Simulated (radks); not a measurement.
Problem. Species: In3+. Configuration: [Kr] 4d7 5p3 (not the ground configuration). All-electron calculation, scalar-relativistic Kohn-Sham, SCAN, spin-polarised, spherical densities, finite nucleus; open shells are filled with parallel spins first (spin-orbit coupling, left out, can overturn this in heavy ions); meta-GGA in the generalised Kohn-Sham scheme; Fermi nuclear charge, rms radius 4.6156 fm. Program: a radial shooting solver on a logarithmic mesh with Libxc functionals. Some entries of the table are withheld. Estimate them.

orbital,occ.,eigenvalue (eV),r(max) (bohr)
1s up,1,-27860.31,0.01922
1s down,1,-27860.14,0.01922
2s up,1,-4235.502,0.1085
2s down,1,-4234.580,0.1085
2p up,3,-3803.608,0.08696
2p down,3,-3802.767,0.08696
3s up,1,-854.6683,0.3148
3s down,1,-854.1883,0.3150
3p up,3,-712.0708,0.3084
3p down,3,-711.4433,0.3085
3d up,5,-491.8823,(1)
3d down,5,-490.8538,(2)
4s up,1,(3),0.7670
4s down,1,(4),0.7664
4p up,3,-132.9302,0.8091
4p down,3,-128.6580,0.8085
4d up,5,-68.6362,0.8988
4d down,2,-64.1766,0.8978
5p up,3,(5),2.112

Solution. 
(1) 3d up r(max) (bohr): 0.2584
(2) 3d down r(max) (bohr): 0.2587
(3) 4s up eigenvalue (eV): -176.5522
(4) 4s down eigenvalue (eV): -172.2992
(5) 5p up eigenvalue (eV): -32.8126
